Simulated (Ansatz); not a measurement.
**Predicting a hybrid from its neighbours: CHBrF2**

CHBrF2: 5 atoms, total charge 0, spin state singlet. SMILES: `FC(F)Br`. The coordinates come from a PBE0-D4/def2-TZVP relaxation.

The HOMO–LUMO gap y, in eV, basis aug-cc-pVDZ; a is the functional's share of exact exchange. Programs: Ansatz 0.2.0.

```
functional  program     a  y (eV)
    revPBE   Ansatz     0    5.86
    r2SCAN   Ansatz     0    6.43
     B3LYP   Ansatz   0.2    7.57
      PBE0   Ansatz  0.25       ?
     BHLYP   Ansatz   0.5   10.12
```

Problem. Fit y = c + s·a to the known rows and predict PBE0.

Solution. 
1. Means of the 4 rows: a = 0.1750, y = 7.495.
2. Σ(Δa)² = 0.1675, Σ(Δa·Δy) = 1.3275, so the slope is 1.3275/0.1675 = 7.9254.
3. Intercept: 7.495 − (7.9254) × 0.1750 = 6.108. The largest residual of the fit is 0.32.
4. PBE0: 6.108 + (7.9254) × 0.25 = 8.09 eV.

The run gave 8.14 eV, so the prediction is off by -0.05 eV, within the largest residual. Exact exchange lowers occupied levels and raises empty ones. The rows mix families of semi-local functionals, which the line can't see.
